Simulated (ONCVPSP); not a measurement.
**vanadium: excitation energies, all-electron against ONCV**

* Element: vanadium (V)
* Generator: ONCVPSP 4.0.1
* Type: optimised norm-conserving Vanderbilt (ONCV)
* Functional: LDA (Perdew-Wang 92)
* Relativity: fully relativistic
* Frozen core: [Ar]
* Valence charge: 5
* Reference configuration: 3d3 4s2
* Partial waves: 4s: rc 2.60 bohr, ncon 4, nbas 8, qcut 2.2 1/bohr, 2 projectors, debl 1.5 Ha; p scattering state at 0.03 Ha: rc 2.30 bohr, ncon 4, nbas 8, qcut 3.5 1/bohr, 2 projectors, debl 1.9 Ha; 3d: rc 1.20 bohr, ncon 4, nbas 9, qcut 10.2 1/bohr, 1 projector
* Local potential: polynomial inside 1.15 bohr (lpopt 4, dvloc0 3 Ha)
* Core correction: none

Open shells are filled in proportion to 2j + 1.

Energies are relative to the spin-unpolarised reference configuration 3d3 4s2; without spin polarisation the order of configurations can differ from experiment.

Q: Give the all-electron excitation energy and the error of the potential for: 3d3 4s1; 3d3 4s0; 3d2 4s0; 3d3 4s0 4p2.

A:

| valence configuration | charge | ΔE all-electron (eV) | error AE − PS (meV) |
| --- | --- | --- | --- |
| 3d3 4s1 | +1 | 7.934 | +6.4 |
| 3d3 4s0 | +2 | 22.473 | +65 |
| 3d2 4s0 | +3 | 51.634 | +137 |
| 3d3 4s0 4p2 | 0 | 6.995 | +13 |

Levels in the configuration 3d3 4s0:

```
   level  all-electron (eV)  pseudo (eV)
3d j=5/2            -21.558      -21.365
3d j=3/2            -21.630      -21.435
```

These tests converged, but a pseudo level misses the all-electron one widely, so the file describes the atom poorly there or has found another state: 3d3 4s0 4p2: empty 4s by 11.5 eV.

Note: no bound ghost flagged; GHOST(+) flagged for s at 35.8 eV, p3/2 at 73.1 eV, p1/2 at 73.8 eV.
